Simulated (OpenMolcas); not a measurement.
## Lines of Pt2+: computed and rescaled rates

```json
{
 "Program": "OpenMolcas",
 "Method": "SS-CASPT2, IPEA 0.25 Eh, imaginary shift 0.1 Eh (closed shells correlated: 5s 5p)",
 "Basis": "ANO-RCC-VTZP [8s7p5d3f1g]",
 "Scalar Hamiltonian": "DKH2, point nucleus",
 "Active space": "8 electrons in 5 orbitals (5d)",
 "State averaging": "2S+1 = 3 even, 10 roots; 2S+1 = 1 even, 15 roots",
 "Spin-orbit coupling": "RASSI with atomic mean-field integrals over the reference wave functions, term energies averaged over their components"
}
```

Rates come from the transition moments of the reference wave functions (E1 and E2 in the length form). At fixed line strength A goes as λ^-3 for E1 and M1 and as λ^-5 for E2, so a rate at the computed wavelength can be rescaled to the measured one. Measured vacuum wavelengths follow from level energies in NIST levels as listed in McCann et al., Mon. Not. R. Astron. Soc. 538, 537 (2025). Branching counts decays inside the model space alone, at computed energies, and the table is only a selection of the M1 lines, drawn from those between levels with measured partners whose computed energy lies within a factor of 1.5 of the measured one.

```
  Upper    Lower  Type  λ computed (nm)  λ measured (nm)  A computed (s-1)  A rescaled (s-1)  Branching %
5d8 3P1  5d8 3P0    M1             4339             5427          1.89e-01          9.66e-02          1.2
5d8 3F3  5d8 3F4    M1             1001             1025          2.50e+01          2.33e+01         98.9
5d8 1G4  5d8 3F3    M1            778.8            863.6          1.77e+00                           10.0
5d8 1G4  5d8 3F4    M1            438.1            468.8          1.59e+01                           89.4
```

Spin-changing lines and M1 lines between different terms are not rescaled, since their strength hangs on the term gaps too.

The largest correction is for 5d8 3P1 → 5d8 3P0 (M1): 1.89e-01 × (4339 / 5427)^3 = 9.66e-02 s-1, a factor of 0.51.

The computed rate and branching of 5d8 3F3 → 5d8 3F4 give the upper level a radiative lifetime of 0.989 / 2.50e+01 s-1 = 3.96e-02 s, counting decays inside the model space alone. The rescaled rate gives about 4.2e-02 s.

These are rates of the free ion; in crystals, glasses and complexes forced electric-dipole and non-radiative decay shorten such lifetimes by orders of magnitude. No measured rate stands beside these. Rescaling mends the energy factor alone: line strengths can still be far off where a level mixes with configurations outside the active space, and weak or spin-changing lines hang on small mixing coefficients that depend on the term gaps too, so rescaling need not improve them.

Term energies are means over components that CASPT2 splits; among the terms shown or strongly mixed into the levels shown the widest spread is 680 cm-1 (5d8 1G). Configurations with an s electron lie low in 5d ions of this charge, fall among these levels and mix in, so low-spin terms can stand far too high, up to twice their true height, and weights are not those of the real levels. Some terms miss by over 15 % even with CASPT2, which points to a basis or an active space too small for the shells correlated. Measured partners are found by configuration, term and J. A level has none where our copy of the source lacks it or the pairing is in doubt (some pairs that miss far off the trend of their configuration count as doubtful). Only configurations of the active space appear.
